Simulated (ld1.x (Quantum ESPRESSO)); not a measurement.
# Transferability test, TM semilocal potential for Ag (Z = 47)

ld1.x (Quantum ESPRESSO) 7.5 input, shortened:

```
&input
   title='Ag', zed=47., rel=1, dft='PBE', iswitch=3,
   config='[Kr] 4d10 5s1 5p0'
 /
 &inputp
   pseudotype=1, tm=.true., lloc=1,
   nlcc=.false.
 /
3
5S  1  0   1.00   0.00  2.05  2.05  0.0
4D  3  2  10.00   0.00  1.65  1.65  0.0
5P  2  1   0.00   0.00  2.95  2.95  0.0
 &test
   configts(1)='4d10 5s1 5p0'
 /
```

Energies are relative to the spin-unpolarised reference configuration 4d10 5s1 5p0; without spin polarisation the order of configurations can differ from experiment.

```json
{"valence configuration": "4d10 5s0 5p0", "charge": "+1", "ΔE all-electron (eV)": "7.757", "error AE − PS (meV)": "+5.1"}
{"valence configuration": "4d9 5s0 5p0", "charge": "+2", "ΔE all-electron (eV)": "29.871", "error AE − PS (meV)": "+33"}
{"valence configuration": "4d9 5s1 5p1", "charge": "0", "ΔE all-electron (eV)": "8.572", "error AE − PS (meV)": "-50"}
{"valence configuration": "4d9 5s1 5p0", "charge": "+1", "ΔE all-electron (eV)": "13.152", "error AE − PS (meV)": "-25"}
{"valence configuration": "4d9 5s2 5p0", "charge": "0", "ΔE all-electron (eV)": "4.077", "error AE − PS (meV)": "-55"}
{"valence configuration": "4d10 5s0 5p1", "charge": "0", "ΔE all-electron (eV)": "3.866", "error AE − PS (meV)": "+1.7"}
```

Question: What are ΔE and the potential's error for 4d8 5s0 5p0?

Answer: ΔE = 66.064 eV all-electron; the error (AE − PS) is -48 meV.

Levels in the configuration 4d9 5s1 5p1:

```
level  all-electron (eV)  pseudo (eV)
   4d            -12.527      -12.634
   5s             -6.749       -6.730
   5p             -2.084       -2.070
```
